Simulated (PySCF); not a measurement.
**Electron correlation in B+ (boron, charge +1)**

[He] 2s2, closed-shell 1S. Computed with PySCF 2.14 in cc-pVTZ-DK (4s3p2d1f, 30 functions), with the spin-free X2C one-electron Hamiltonian (Gaussian nucleus). Frozen: 1s2; 2 electrons correlated.

Total MP2 correlation energy: -35.89 mhartree.

Same-spin part 0.00 and opposite-spin part -35.89 mhartree; SCS-MP2 scales them by 1/3 and 6/5 to -43.07 mhartree.

With two correlated electrons CCSD is exact within the correlated space (frozen core and kept virtual orbitals).

```json
{"level": "CCSD", "correlation energy (mhartree)": "-59.75"}
```

Diagnostics: T1 = 0.012, D1 = 0.0170, largest double amplitude 0.150.

Is a single reference adequate?

Not fully. A double-excitation amplitude exceeds 0.15, a sign of near-degeneracy.
